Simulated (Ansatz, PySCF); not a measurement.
Noncovalent pair: H2S (SMILES S) (first 3 atoms) with HI (SMILES I); geometry from B3LYP-D3(BJ)/def2-TZVP.
(charge 0, multiplicity 1):
```json
[
 {"atom": "S", "x (Å)": "-0.0946", "y (Å)": "0.0723", "z (Å)": "0.1021"},
 {"atom": "H", "x (Å)": "0.0562", "y (Å)": "1.4018", "z (Å)": "0.2197"},
 {"atom": "H", "x (Å)": "-1.3905", "y (Å)": "0.1264", "z (Å)": "0.4512"},
 {"atom": "I", "x (Å)": "0.7838", "y (Å)": "-0.2015", "z (Å)": "4.1056"},
 {"atom": "H", "x (Å)": "0.5061", "y (Å)": "-0.1773", "z (Å)": "2.4961"}
]
```

Interaction energies are E(AB) − E(A) − E(B) at the monomers' geometry in the complex; basis-set methods are counterpoise corrected.

Correlated levels freeze the cores. Filled d and f shells under p-block atoms count as core. CBS: X⁻³ extrapolation of the correlation energy, Hartree–Fock from the larger set.

Run with Ansatz (an electronic-structure program) with Gaussian orbitals; PySCF for the dispersion terms. Each number belongs to the level named beside it. In def2 rows elements past Kr take small-core potentials, without spin–orbit coupling.

PBE/def2-TZVPPD gives -2.92 kcal/mol for the interaction energy.

### Question
How do the other levels lie against it? Give each less PBE: PBE-D3(BJ)/def2-TZVPPD, r2SCAN/def2-TZVPPD, PBE0/def2-TZVPPD, wB97M-V/def2-TZVPPD, B2PLYP/def2-TZVPPD, MP2/CBS(def2-TZVPPD, def2-QZVPPD), CCSD(T)/CBS(def2-TZVPPD, def2-QZVPPD).

### Answer
PBE-D3(BJ)/def2-TZVPPD -0.96; r2SCAN/def2-TZVPPD 0.15; PBE0/def2-TZVPPD 0.47; wB97M-V/def2-TZVPPD 0.84; B2PLYP/def2-TZVPPD 1.30; MP2/CBS(def2-TZVPPD, def2-QZVPPD) 0.13; CCSD(T)/CBS(def2-TZVPPD, def2-QZVPPD) 0.76 kcal/mol. 6 of 7 lie above PBE; the widest gap is to B2PLYP/def2-TZVPPD.
